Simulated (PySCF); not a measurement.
## Working out the excitation energy of Mn

Mn [Ar] 3d5 4s2 (6S) → Mn [Ar] 3d7 (4F). Calculation: PySCF 2.14, in aug-cc-pVDZ-DK; the spin-free X2C one-electron Hamiltonian (Gaussian nucleus). Frozen: [Ar]. Energies in hartree (1 hartree = 27.21139 eV):

```tsv
part	Mn (lower)	Mn (upper)
UHF	-1157.382351	-1157.052498
CCSD correlation	-0.119798	-0.197986
(T)	-0.003321	-0.010776
```

Q: What does Hartree-Fock give?

A: (-1157.052498) − (-1157.382351) = 0.329853 hartree = 8.976 eV.

Q: What do CCSD and CCSD(T) give?

A: The CCSD correlation energies differ by -0.078188 hartree = -2.128 eV and the triples by -0.007455 hartree = -0.203 eV, so CCSD gives 6.848 eV and CCSD(T) 6.645 eV.

A double-zeta basis recovers only part of the correlation energy.

The coupled-cluster amplitudes are large, so a single reference is strained.
